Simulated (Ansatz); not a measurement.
Isolated molecules relaxed with PBE0-D4/def2-TZVP in Ansatz; ΔE leaves out vibrations. CCSD(T)/CBS adds triple-zeta CCSD(T) − MP2 to the extrapolated MP2 energy (def2 sets, frozen cores). DFT in def2-TZVPP. def2 core potentials past Kr. For In outer-core shells are correlated without core-valence functions, which leaves a few kJ/mol of doubt a bond. Each species was taken in one conformer, which may not be the lowest.

Reaction (cleavage of the Si–B bond): `[CH3][Al]([CH3])[BH][SiH3]` + `[OH][In]([F])[SH]` → `[F][In]([SH])[O][SiH3]` + `[BH2][Al]([CH3])[CH3]`

```tsv
species	ωB97M-V energy (Eh)
`[CH3][Al]([CH3])[BH][SiH3]`	-638.89298
`[OH][In]([F])[SH]`	-764.65505
`[F][In]([SH])[O][SiH3]`	-1055.36873
`[BH2][Al]([CH3])[CH3]`	-348.21847
```

(1) Work out ΔE.

Largest T1 diagnostic among the species: 0.016.

Answers

(1) ΔE = (-1055.36873) + (-348.21847) − (-638.89298) − (-764.65505) = -0.03917 Eh = -1.07 eV. CCSD(T)/CBS gives -1.07 eV.

From PBE to PBE0 (25 % exact exchange), in def2-TZVPP and without D4, ΔE moves by −0.12 eV. In def2-TZVPP, CCSD(T) changes the Hartree–Fock value by +0.32 eV (the triples alone add +0.04 eV) and MP2 by +0.24 eV.
